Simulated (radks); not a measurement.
Trend from Sc4+ to Zn4+: ionisation energy by Delta-SCF between NIST ground configurations, and size. Calculated with a radial shooting solver on a logarithmic mesh with Libxc functionals: scalar-relativistic Kohn-Sham, BLYP, spin-unpolarised, spherical densities, point nucleus.

| species | configuration | configuration of the ion | IE (eV) | NIST (eV) | kind | outermost | <r> outermost (bohr) |
|---|---|---|---|---|---|---|---|
| Sc4+ | [Ne] 3s2 3p5 | [Ne] 3s2 3p4 | 93.059 | 91.95 | semi-emp. | 3p | 1.09 |
| Ti4+ | [Ar] | [Ne] 3s2 3p5 | 99.602 | 99.30 | exp. | 3p | 1.03 |
| V4+ | [Ar] 3d1 | [Ar] | 65.196 | 65.282 | exp. | 3d | 1.08 |
| Cr4+ | [Ar] 3d2 | [Ar] 3d1 | 68.342 | 69.46 | semi-emp. | 3d | 1.02 |
| Mn4+ | [Ar] 3d3 | [Ar] 3d2 | 71.398 | 72.4 | semi-emp. | 3d | 0.971 |
| Fe4+ | [Ar] 3d4 | [Ar] 3d3 | 74.374 | 75.0 | semi-emp. | 3d | 0.923 |
| Co4+ | [Ar] 3d5 | [Ar] 3d4 | 77.277 | 79.5 | semi-emp. | 3d | 0.880 |
| Ni4+ | [Ar] 3d6 | [Ar] 3d5 | 80.115 | 76.1 | semi-emp. | 3d | 0.842 |
| Cu4+ | [Ar] 3d7 | [Ar] 3d6 | 82.894 | 80 | semi-emp. | 3d | 0.807 |
| Zn4+ | [Ar] 3d8 | [Ar] 3d7 | 85.618 | 83 | semi-emp. | 3d | 0.774 |

Reference values: NIST Atomic Spectra Database (exp. = measured, semi-emp. = semi-empirical, theory = theoretical value adopted there). Spin polarisation and multiplet splitting are left out, so open shells lie too high by an amount that depends on their filling.

Beside tabulated values, note that spin-unpolarised runs miss the spin-polarisation part of the exchange energy of open shells.
